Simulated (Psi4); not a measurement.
H2BiCl (SMILES [Cl][BiH2]), singlet, geometry from GFN2-xTB (such geometries of metal compounds can be far from the true shape) (core potentials on Bi), atoms displaced at random by about 0.03 Å a coordinate; PBE/def2-SVP, gradient (Psi4).

Here is a job for Psi4.
```
memory 2 GB

molecule {
0 1
Bi   -0.22958123   -0.25368771    0.27978086
H    -1.59006575    0.32492359   -0.81687045
H    -0.15242263   -1.60864689   -0.77892651
Cl    1.44808572    1.11738408   -1.08865690
symmetry c1
no_reorient
no_com
}

set {
  basis def2-svp
}

gradient('pbe')
print_variables()
```

**Question.** What does Psi4 print? Leave out banner, timings and long lists.

**Answer.** 
```
gradient() will perform analytic gradient computation.

   => Loading Basis Set <=

    Name: DEF2-SVP
    Role: ORBITAL
    Keyword: BASIS

    !!!  WARNING: ECP capability is in beta. Please check occupations closely.  !!!

         ---------------------------------------------------------
                                   SCF
               by Justin Turney, Rob Parrish, Andy Simmonett
                          and Daniel G. A. Smith
                              RKS Reference
         ---------------------------------------------------------

  ==> Geometry <==

    Molecular point group: c1
    Full point group: C1

    Geometry (in Angstrom), charge = 0, multiplicity = 1:

       Center              X                  Y                   Z               Mass
    ------------   -----------------  -----------------  -----------------  -----------------
         BI          -0.229581230000    -0.253687710000     0.279780860000   208.980399100000
         H           -1.590065750000     0.324923590000    -0.816870450000     1.007825032230
         H           -0.152422630000    -1.608646890000    -0.778926510000     1.007825032230
         CL           1.448085720000     1.117384080000    -1.088656900000    34.968852682000

  Running in c1 symmetry.

  Rotational constants: A =      2.25383  B =      0.08376  C =      0.08308 [cm^-1]
  Rotational constants: A =  67568.25870  B =   2511.05335  C =   2490.67085 [MHz]
  Nuclear repulsion =  100.330266128568425

  Charge       = 0
  Multiplicity = 1
  Electrons    = 42
  Nalpha       = 21
  Nbeta        = 21

  ==> Algorithm <==

  SCF Algorithm Type is DF.
  DIIS enabled.
  MOM disabled.
  Fractional occupation disabled.
  Guess Type is SAD.
  Energy threshold   = 1.00e-08
  Density threshold  = 1.00e-08
  Integral threshold = 1.00e-12

  ==> Primary Basis <==

  Basis Set: DEF2-SVP
    Blend: DEF2-SVP
    Number of shells: 24
    Number of basis functions: 54
    Number of Cartesian functions: 57
    Spherical Harmonics?: true
    Max angular momentum: 2

  Core potential: DEF2-SVP
    Number of shells: 4
    Number of ECP primitives: 18
    Number of ECP core electrons: 60
    Max angular momentum: 3

  ==> DFT Potential <==

   => LibXC <=

    Version 7.1.2
    S. Lehtola, C. Steigemann, M. J. T. Oliveira, and M. A. L. Marques,  SoftwareX 7, 1–5 (2018) (10.1016/j.softx.2017.11.002)

   => Composite Functional: PBE <=

    PBE GGA Exchange-Correlation Functional

    J.P. Perdew et. al., Phys. Rev. Lett., 77(18), 3865-3868, 1996

    Deriv               =              1
    GGA                 =           TRUE
    Meta                =          FALSE

    Exchange Hybrid     =          FALSE
    MP2 Hybrid          =          FALSE

   => Exchange Functionals <=

    1.0000     XC_GGA_X_PBE

   => Correlation Functionals <=

    1.0000     XC_GGA_C_PBE

   => LibXC Density Thresholds  <==

    XC_GGA_C_PBE:  1.00E-12
    XC_GGA_X_PBE:  1.00E-15

   => Molecular Quadrature <=

    Radial Scheme          =       TREUTLER
    Pruning Scheme         =           NONE
    Nuclear Scheme         =       TREUTLER

    Blocking Scheme        =         OCTREE
    BS radius alpha        =              1
    Pruning alpha          =              1
    Radial Points          =             75
    Spherical Points       =            302
    Total Points           =          85234
    Total Blocks           =            699
    Max Points             =            254
    Max Functions          =             54
    Weights Tolerance      =       1.00E-15

   => Loading Basis Set <=

    Name: (DEF2-SVP AUX)
    Role: JKFIT
    Keyword: DF_BASIS_SCF

  ==> Integral Setup <==

  SCF_SUBTYPE=INCORE selected. In-core MEM_DF algorithm will be used.
  Using in-core AOs.

  ==> MemDFJK: Density-Fitted J/K Matrices <==

    J tasked:                   Yes
    K tasked:                    No
    wK tasked:                   No
    Algorithm:                 Core
    Schwarz Cutoff:           1E-12
[...]
  @DF-RKS Final Energy:  -675.72528282607425
    Total Energy =                       -675.7252828260742490
[...]

         ------------------------------------------------------------
                                   SCF GRAD
                          Rob Parrish, Justin Turney,
                       Andy Simmonett, and Alex Sokolov
         ------------------------------------------------------------

  ==> Geometry <==

    Molecular point group: c1
    Full point group: C1

    Geometry (in Angstrom), charge = 0, multiplicity = 1:

       Center              X                  Y                   Z               Mass
    ------------   -----------------  -----------------  -----------------  -----------------
         BI          -0.229581230000    -0.253687710000     0.279780860000   208.980399100000
         H           -1.590065750000     0.324923590000    -0.816870450000     1.007825032230
         H           -0.152422630000    -1.608646890000    -0.778926510000     1.007825032230
         CL           1.448085720000     1.117384080000    -1.088656900000    34.968852682000

  Nuclear repulsion =  100.330266128568425

  ==> Basis Set <==

  Basis Set: DEF2-SVP
    Blend: DEF2-SVP
    Number of shells: 24
    Number of basis functions: 54
    Number of Cartesian functions: 57
    Spherical Harmonics?: true
    Max angular momentum: 2

  Core potential: DEF2-SVP
    Number of shells: 4
    Number of ECP primitives: 18
    Number of ECP core electrons: 60
    Max angular momentum: 3

  ==> DFJKGrad: Density-Fitted SCF Gradients <==

    Gradient:                    1
    J tasked:                  Yes
    K tasked:                   No
    wK tasked:                  No
    Integrals threads:           1
    Schwarz Cutoff:          1E-12
    Fitting Condition:       1E-10

   => Auxiliary Basis Set <=

  Basis Set: (DEF2-SVP AUX)
    Blend: DEF2-UNIVERSAL-JKFIT
    Number of shells: 103
    Number of basis functions: 415
    Number of Cartesian functions: 556
    Spherical Harmonics?: true
    Max angular momentum: 6

  ==> DFT Potential <==

   => LibXC <=

    Version 7.1.2
    S. Lehtola, C. Steigemann, M. J. T. Oliveira, and M. A. L. Marques,  SoftwareX 7, 1–5 (2018) (10.1016/j.softx.2017.11.002)

   => Composite Functional: PBE <=

    PBE GGA Exchange-Correlation Functional

    J.P. Perdew et. al., Phys. Rev. Lett., 77(18), 3865-3868, 1996

    Deriv               =              1
    GGA                 =           TRUE
    Meta                =          FALSE

    Exchange Hybrid     =          FALSE
    MP2 Hybrid          =          FALSE

   => Exchange Functionals <=

    1.0000     XC_GGA_X_PBE

   => Correlation Functionals <=

    1.0000     XC_GGA_C_PBE

   => LibXC Density Thresholds  <==

    XC_GGA_C_PBE:  1.00E-12
    XC_GGA_X_PBE:  1.00E-15

   => Molecular Quadrature <=

    Radial Scheme          =       TREUTLER
    Pruning Scheme         =           NONE
    Nuclear Scheme         =       TREUTLER

    Blocking Scheme        =         OCTREE
    BS radius alpha        =              1
    Pruning alpha          =              1
    Radial Points          =             75
    Spherical Points       =            302
    Total Points           =          85234
    Total Blocks           =            699
    Max Points             =            254
    Max Functions          =             54
    Weights Tolerance      =       1.00E-15

  -Total Gradient:
     Atom            X                  Y                   Z
    ------   -----------------  -----------------  -----------------
       1       -0.001727502552    -0.030147994667    -0.002268960127
       2       -0.000306398898     0.000859518502    -0.005636985730
       3       -0.003113968075     0.023040936178     0.015196030841
       4        0.005096589228     0.006212670061    -0.007238690757

  Variable Map:
  ----------------------------------------------------------------------------
[...]
  Array Variable Map:
  ----------------------------------------------------------------------------
[...]
[...]
```
